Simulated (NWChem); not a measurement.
System: CH₅AlO₂S; SMILES C[S][Al]([OH])[OH]

NWChem input:

```
start job
memory heap 200 mb stack 900 mb global 1100 mb
geometry units angstroms noautoz
  Al    -0.126290     0.806132     0.000114
  O      0.701746     2.302637    -0.001072
  H      1.665061     2.354561    -0.003463
  O     -1.836964     0.802142     0.001436
  H     -2.312361     1.642679     0.001196
  S      0.896172    -1.119985     0.000590
  C     -0.538710    -2.300735     0.000709
  H     -1.493809    -1.774078     0.004761
  H     -0.464359    -2.928871     0.890439
  H     -0.469185    -2.923851    -0.892934
end
basis spherical
  * library def2-svp
end
dft
  xc m06-2x
  grid fine
  iterations 150
  mulliken
end
task dft gradient
```

Excerpt of the output:

```
             Northwest Computational Chemistry Package (NWChem) 7.3.0
             --------------------------------------------------------

 C1  symmetry detected

                             Geometry "geometry" -> ""
                             -------------------------

 Output coordinates in angstroms (scale by  1.889725989 to convert to a.u.)

  No.       Tag          Charge          X              Y              Z
 ---- ---------------- ---------- -------------- -------------- --------------
    1 Al                  13.0000    -0.01053155     0.81048601     0.00001080
    2 O                    8.0000     0.93966648     2.23256051    -0.00022956
    3 H                    1.0000     1.90395233     2.20380246    -0.00207111
    4 O                    8.0000    -1.71555585     0.94946505     0.00038583
    5 H                    1.0000    -2.11904900     1.82678941     0.00015706
    6 S                   16.0000     0.84739465    -1.19433766     0.00042407
    7 C                    6.0000    -0.68113947    -2.25104919    -0.00063510
    8 H                    1.0000    -1.58888899    -1.64642098     0.00306062
    9 H                    1.0000    -0.66005409    -2.88344928     0.88893104
   10 H                    1.0000    -0.66341270    -2.87754655    -0.89444263

 Effective nuclear repulsion energy (a.u.)     275.4338790519

                                 NWChem DFT Module
                                 -----------------

 Summary of "ao basis" -> "ao basis" (spherical)
 ------------------------------------------------------------------------------
       Tag                 Description            Shells   Functions and Types
 ---------------- ------------------------------  ------  ---------------------
 Al                         def2-svp                 8       18   4s3p1d
 O                          def2-svp                 6       14   3s2p1d
 H                          def2-svp                 3        5   2s1p
 S                          def2-svp                 8       18   4s3p1d
 C                          def2-svp                 6       14   3s2p1d

            General Information
            -------------------
          SCF calculation type: DFT
          Wavefunction type:  closed shell.
          No. of atoms     :    10
          No. of electrons :    56
           Alpha electrons :    28
            Beta electrons :    28
          Charge           :     0
          Spin multiplicity:     1
          Use of symmetry is: off; symmetry adaption is: off
          Maximum number of iterations: 150
          AO basis - number of functions:   103
                     number of shells:    49
          Convergence on energy requested:  1.00D-06
          Convergence on density requested:  1.00D-05
          Convergence on gradient requested:  5.00D-04

              XC Information
              --------------
                       M06-2X Method XC Functional
                     Hartree-Fock (Exact) Exchange  0.540
                        M06-2X Exchange Functional  1.000
                      M06-2X Correlation Potential  1.000

             Grid Information
             ----------------
          Grid used for XC integration:  fine
          Radial quadrature: Mura-Knowles
          Angular quadrature: Lebedev.
          Tag              B.-S. Rad. Rad. Pts. Rad. Cut. Ang. Pts.
          ---              ---------- --------- --------- ---------
          Al                  1.25      123          11.0       770
          O                   0.60       70          13.0       590
          H                   0.35       60          13.0       590
          S                   1.00      123          11.0       770
          C                   0.70       70          13.0       590
          Grid pruning is: on
          Number of quadrature shells:   756
          Spatial weights used:  Erf1

      Superposition of Atomic Density Guess
      -------------------------------------

 Sum of atomic energies:        -828.64224897

      Non-variational initial energy
      ------------------------------

 Total energy =    -830.140361
 1-e energy   =   -1692.777231
 2-e energy   =     587.202991
 HOMO         =      -0.302151
 LUMO         =      -0.033055

     ---------------------------------------------
      Total Density - Mulliken Population Analysis
     ---------------------------------------------

    Atom       Charge   Shell Charges
 -----------   ------   -------------------------------------------------------
    1 Al  13    11.64   2.00  1.99  0.64  0.06  5.93  0.53  0.24  0.24
    2 O    8     8.89   1.99  1.11  0.64  3.14  2.01  0.00
    3 H    1     0.65   0.52  0.07  0.06
    4 O    8     8.89   1.99  1.11  0.64  3.13  2.01  0.00
    5 H    1     0.65   0.52  0.07  0.06
    6 S   16    16.45   2.00  1.99  1.20  0.66  5.94  1.78  2.84  0.04
    7 C    6     6.18   1.99  0.93  0.25  1.91  1.07  0.02
    8 H    1     0.89   0.67  0.19  0.03
    9 H    1     0.88   0.67  0.19  0.02
   10 H    1     0.88   0.67  0.19  0.02

   convergence    iter        energy       DeltaE   RMS-Dens  Diis-err
 ---------------- ----- ----------------- --------- --------- ---------
 d= 0,ls=0.0,diis     1   -831.7592902466 -1.11D+03  1.14D-02  1.02D+00
 d= 0,ls=0.0,diis     2   -831.7482446919  1.10D-02  5.77D-03  1.36D+00
 d= 0,ls=0.0,diis     3   -831.8757055611 -1.27D-01  6.61D-04  8.12D-03
 d= 0,ls=0.0,diis     4   -831.8765554267 -8.50D-04  2.68D-04  6.86D-04
 d= 0,ls=0.0,diis     5   -831.8766440872 -8.87D-05  8.59D-05  1.29D-04
  Resetting Diis
 d= 0,ls=0.0,diis     6   -831.8766617700 -1.77D-05  2.38D-05  3.61D-06
 d= 0,ls=0.0,diis     7   -831.8766623502 -5.80D-07  1.36D-05  1.16D-06
 d= 0,ls=0.0,diis     8   -831.8766623512 -1.02D-09  6.58D-06  1.53D-06

         Total DFT energy =     -831.876662351249
      One electron energy =    -1698.158103301901
           Coulomb energy =      659.696904203223
    Exchange-Corr. energy =      -68.849342304480
 Nuclear repulsion energy =      275.433879051910

 Numeric. integr. density =       56.000003512518

                       DFT Final Molecular Orbital Analysis
                       ------------------------------------

 Vector   26  Occ=2.000000D+00  E=-3.866573D-01
              MO Center= -5.0D-01,  1.5D+00,  1.5D-04, r^2= 2.7D+00
   Bfn.  Coefficient  Atom+Function         Bfn.  Coefficient  Atom+Function
  ----- ------------  ---------------      ----- ------------  ---------------
    43      0.456029   4 O  pz               24     -0.413620   2 O  pz
    46      0.362243   4 O  pz               27     -0.330836   2 O  pz
    17      0.079236   1 Al d  1             15     -0.032357   1 Al d -1

 Vector   27  Occ=2.000000D+00  E=-3.412449D-01
              MO Center=  6.1D-01, -1.0D+00,  6.1D-04, r^2= 2.7D+00
   Bfn.  Coefficient  Atom+Function         Bfn.  Coefficient  Atom+Function
  ----- ------------  ---------------      ----- ------------  ---------------
    67      0.391726   6 S  px               68     -0.320403   6 S  py
    64      0.292016   6 S  px               65     -0.244500   6 S  py
     3     -0.176291   1 Al s                61      0.166474   6 S  px
    59      0.165564   6 S  s                89      0.163313   8 H  s
     9      0.161085   1 Al py               60      0.158243   6 S  s

 Vector   28  Occ=2.000000D+00  E=-2.959675D-01
              MO Center=  6.7D-01, -1.1D+00,  3.3D-05, r^2= 2.1D+00
   Bfn.  Coefficient  Atom+Function         Bfn.  Coefficient  Atom+Function
  ----- ------------  ---------------      ----- ------------  ---------------
    69      0.629981   6 S  pz               66      0.418204   6 S  pz
    63      0.238294   6 S  pz               94     -0.121309   9 H  s
    99      0.121884  10 H  s                80     -0.117978   7 C  pz
    13      0.087308   1 Al pz               95     -0.073745   9 H  s
   100      0.074032  10 H  s                43     -0.072998   4 O  pz

 Vector   29  Occ=0.000000D+00  E= 1.535121D-02
              MO Center=  1.1D-01,  9.0D-01, -1.4D-03, r^2= 5.4D+00
   Bfn.  Coefficient  Atom+Function         Bfn.  Coefficient  Atom+Function
  ----- ------------  ---------------      ----- ------------  ---------------
     4      1.349904   1 Al s                60     -0.439414   6 S  s
    21     -0.397167   2 O  s                40     -0.355057   4 O  s
    68     -0.293812   6 S  py               59     -0.176065   6 S  s
     2      0.160629   1 Al s                67      0.161289   6 S  px
    53      0.141115   5 H  s                34      0.130335   3 H  s

 Vector   30  Occ=0.000000D+00  E= 4.869335D-02
              MO Center=  3.5D-02,  7.0D-01,  3.5D-04, r^2= 4.3D+00
   Bfn.  Coefficient  Atom+Function         Bfn.  Coefficient  Atom+Function
  ----- ------------  ---------------      ----- ------------  ---------------
    13      0.876443   1 Al pz               69     -0.337868   6 S  pz
    10      0.304568   1 Al pz               27     -0.225016   2 O  pz
    46     -0.224434   4 O  pz               24     -0.189709   2 O  pz
    43     -0.188633   4 O  pz                7     -0.164922   1 Al pz
    66     -0.150633   6 S  pz               63     -0.084995   6 S  pz

 Vector   31  Occ=0.000000D+00  E= 5.746016D-02
              MO Center=  8.9D-02, -6.9D-01,  2.9D-04, r^2= 6.1D+00
   Bfn.  Coefficient  Atom+Function         Bfn.  Coefficient  Atom+Function
  ----- ------------  ---------------      ----- ------------  ---------------
    77      1.366736   7 C  s                11      0.664013   1 Al px
    60     -0.640478   6 S  s                95     -0.473036   9 H  s
   100     -0.472301  10 H  s                67      0.443923   6 S  px
    40      0.411571   4 O  s                68      0.400525   6 S  py
    81      0.368425   7 C  px               21     -0.271095   2 O  s

     ---------------------------------------------
      Total Density - Mulliken Population Analysis
     ---------------------------------------------

    Atom       Charge   Shell Charges
 -----------   ------   -------------------------------------------------------
    1 Al  13    12.15   2.00  1.98  0.69 -0.02  5.93  0.81  0.38  0.37
    2 O    8     8.51   1.99  1.05  0.67  2.87  1.92  0.01
    3 H    1     0.79   0.66  0.06  0.07
    4 O    8     8.51   1.99  1.05  0.67  2.87  1.92  0.01
    5 H    1     0.79   0.66  0.06  0.07
    6 S   16    16.36   2.00  1.99  1.20  0.68  5.94  1.80  2.71  0.05
    7 C    6     6.18   1.99  0.88  0.25  2.06  0.97  0.03
    8 H    1     0.90   0.73  0.15  0.02
    9 H    1     0.91   0.73  0.15  0.02
   10 H    1     0.91   0.73  0.15  0.02

     -------------------------------------------
      Total Density - Lowdin Population Analysis
     -------------------------------------------

    Atom       Charge   Shell Charges
 -----------   ------   -------------------------------------------------------
    1 Al  13    12.64   2.00  1.93  0.50  0.19  5.82  0.96  0.64  0.60
    2 O    8     8.26   1.97  0.86  0.61  2.71  2.10  0.01
    3 H    1     0.91   0.55  0.17  0.19
    4 O    8     8.26   1.97  0.86  0.61  2.71  2.10  0.01
    5 H    1     0.90   0.55  0.17  0.19
    6 S   16    15.98   2.00  1.95  0.96  0.66  5.82  1.91  2.63  0.06
    7 C    6     6.15   1.97  0.59  0.34  1.84  1.34  0.06
    8 H    1     0.96   0.63  0.26  0.07
    9 H    1     0.97   0.64  0.26  0.07
   10 H    1     0.97   0.64  0.26  0.07

     Multipole analysis of the density
     ---------------------------------

     L   x y z        total         alpha         beta         nuclear
     -   - - -        -----         -----         ----         -------
     0   0 0 0     -0.000000    -28.000000    -28.000000     56.000000

     1   1 0 0     -0.097207     -0.048603     -0.048603      0.000000
     1   0 1 0      0.189490      0.094745      0.094745     -0.000000
     1   0 0 1     -0.001846     -0.000923     -0.000923     -0.000000

     2   2 0 0    -30.557398   -115.980909   -115.980909    201.404420
     2   1 1 0      1.472232     -5.335781     -5.335781     12.143795
     2   1 0 1     -0.003995      0.000100      0.000100     -0.004194
     2   0 2 0    -30.989093   -258.954705   -258.954705    486.920316
     2   0 1 1     -0.004237     -0.003395     -0.003395      0.002552
     2   0 0 2    -31.227811    -18.453342    -18.453342      5.678873

            General Information
            -------------------
          SCF calculation type: DFT
          Wavefunction type:  closed shell.
          No. of atoms     :    10
          No. of electrons :    56
           Alpha electrons :    28
            Beta electrons :    28
          Charge           :     0
          Spin multiplicity:     1
          Use of symmetry is: off; symmetry adaption is: off
          Maximum number of iterations: 150
          AO basis - number of functions:   103
                     number of shells:    49
          Convergence on energy requested:  1.00D-06
          Convergence on density requested:  1.00D-05
          Convergence on gradient requested:  5.00D-04

              XC Information
              --------------
                       M06-2X Method XC Functional
                     Hartree-Fock (Exact) Exchange  0.540
                        M06-2X Exchange Functional  1.000
                      M06-2X Correlation Potential  1.000

             Grid Information
             ----------------
          Grid used for XC integration:  fine
          Radial quadrature: Mura-Knowles
          Angular quadrature: Lebedev.
          Tag              B.-S. Rad. Rad. Pts. Rad. Cut. Ang. Pts.
          ---              ---------- --------- --------- ---------
          Al                  1.25      123          11.0       770
          O                   0.60       70          13.0       590
          H                   0.35       60          13.0       590
          S                   1.00      123          11.0       770
          C                   0.70       70          13.0       590
          Grid pruning is: on
          Number of quadrature shells:   756
          Spatial weights used:  Erf1

          Convergence Information
          -----------------------
          Convergence aids based upon iterative change in
          total energy or number of iterations.
          Levelshifting, if invoked, occurs when the
          HOMO/LUMO gap drops below (HL_TOL):  1.00D-02
          DIIS, if invoked, will attempt to extrapolate
          using up to (NFOCK): 10 stored Fock matrices.

                    Damping( 0%)  Levelshifting(0.5)       DIIS
                  --------------- ------------------- ---------------
          dE  on:    start            ASAP                start
          dE off:    2 iters        150 iters           150 iters

                            NWChem DFT Gradient Module
                            --------------------------

  charge          =   0.00
  wavefunction    = closed shell

                         DFT ENERGY GRADIENTS

    atom               coordinates                        gradient
                 x          y          z           x          y          z
   1 Al     -0.019902   1.531596   0.000020    0.002036  -0.000923  -0.000008
   2 O       1.775712   4.218928  -0.000434   -0.001475   0.008804   0.000024
   3 H       3.597948   4.164583  -0.003914    0.004758  -0.001671  -0.000019
   4 O      -3.241930   1.794229   0.000729   -0.006397  -0.004489   0.000003
   5 H      -4.004422   3.452131   0.000297   -0.000592   0.005195  -0.000004
   6 S       1.601344  -2.256971   0.000801    0.006925  -0.001154   0.000006
   7 C      -1.287167  -4.253866  -0.001200   -0.006689  -0.005385   0.000000
   8 H      -3.002565  -3.111285   0.005784    0.002660  -0.003059  -0.000012
   9 H      -1.247321  -5.448929   1.679836   -0.000617   0.001348  -0.002338
  10 H      -1.253668  -5.437774  -1.690251   -0.000609   0.001334   0.002347
```

Level: M06-2X/def2-SVP. Structure relaxed at the B3LYP/6-31G* (spherical d) level.
